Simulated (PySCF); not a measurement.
**Fractional electron number in Co⁺ (cobalt, charge +1)**

The 3d beta orbital of [Ar] 3d8 is emptied in steps (occupation f), with all orbitals relaxed, ending at [Ar] 3d7. All numbers are calculated (PySCF 2.14, no relativity, point nucleus, in aug-pcseg-2 (7s5p4d3f2g, 81 functions)). The exact energy is a straight line in f; departures are measured from the line between the end points of the same method.

```
  f  TPSS (eV)
  1      0.000
0.9     -0.584
0.7     -1.383
0.5     -1.669
0.3     -1.420
0.1     -0.616
  0      0.000
```

```tsv
method	E(f=0) − E(f=1) (eV)	−ε at f=1 (eV)	−ε at f=0.5 (eV)
TPSS	18.045	11.604	17.936
```

Orbital energy along the path (eV):

```json
{"f": "1", "TPSS": "-11.604"}
{"f": "0.9", "TPSS": "-12.808"}
{"f": "0.7", "TPSS": "-15.313"}
{"f": "0.5", "TPSS": "-17.936"}
{"f": "0.3", "TPSS": "-20.663"}
{"f": "0.1", "TPSS": "-23.484"}
{"f": "0", "TPSS": "-24.922"}
```

Reference removal energy between the ground levels: 17.084 eV (measured; NIST Atomic Spectra Database, ionization energies). The calculation has no spin-orbit coupling. The determinant left behind need not be the lowest term of the ion.
